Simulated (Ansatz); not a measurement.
Program: Ansatz 0.2.0.

A structure relaxed at PBE0-D4/def2-TZVP, charge 0, multiplicity 1:

Cartesian coordinates in Å:
```
C -0.635 1.243 -0.951
Si 0.585 0.824 0.414
B 0.880 -1.125 0.763
Zn -0.451 -2.640 0.275
H -0.264 0.903 -1.921
H -0.802 2.320 -1.015
H -1.598 0.760 -0.771
H 0.025 1.282 1.731
H 1.848 1.592 0.196
H 1.873 -1.396 1.382
H -1.462 -3.764 -0.104
```

(1) Give its formula and SMILES.

(2) Summarise the bond lengths by kind.

Results:

(1) CH7BSiZn, `C[SiH2][BH][ZnH]`.

(2) 1 × C–Si 1.878 Å; 3 × C–H 1.092 to 1.093 Å; 1 × B–Si 2.001 Å; 2 × H–Si 1.494 to 1.502 Å; 1 × B–Zn 2.075 Å; 1 × B–H 1.202 Å; 1 × H–Zn 1.558 Å.
